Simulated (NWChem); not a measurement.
Molecule: AlSiH₄O₂F; SMILES [OH][Al]([OH])[SiH2]F

```xyz
9

Si     0.6589    -1.5339     0.0426
F     -0.6639    -2.5161    -0.0578
Al    -0.0555     0.8000    -0.0009
O      1.2133     1.9574    -0.0383
O     -1.7344     1.1478     0.0162
H      1.4001    -1.8864     1.3090
H      1.5773    -1.8777    -1.1039
H      1.1348     2.9233    -0.0489
H     -2.1664     2.0149     0.0015
```
Atoms are numbered in this order, from 1.

Level: PBE-D3(BJ)/def2-SVP (NWChem), optimised geometry, unscaled harmonic frequencies. 

| frequency (cm⁻¹) | IR intensity (km/mol) |
|---|---|
| 15 | 0.2 |
| 88 | 0.9 |
| 179 | 1.7 |
| 186 | 3.0 |
| 223 | 35.6 |
| 265 | 0.9 |
| 337 | 257.9 |
| 387 | 7.4 |
| 447 | 28.7 |
| 461 | 298.5 |
| 541 | 3.9 |
| 714 | 17.7 |
| 780 | 240.3 |
| 814 | 10.4 |
| 873 | 139.8 |
| 905 | 31.2 |
| 912 | 140.9 |
| 2135 | 93.3 |
| 2142 | 117.9 |
| 3819 | 47.9 |
| 3826 | 78.4 |

- zero-point energy: 28.6 kcal/mol
- thermal correction to the enthalpy at 298.15 K (with zero-point energy): 34.6 kcal/mol
- heat capacity Cv: 27.8 cal/(mol K)
- entropy at 298.15 K and 1 atm (symmetry number 1): 92.5 cal/(mol K)
- dipole moment: 3.65 D

Rigid rotor and harmonic oscillator; modes under 100 cm⁻¹ make the entropy uncertain.
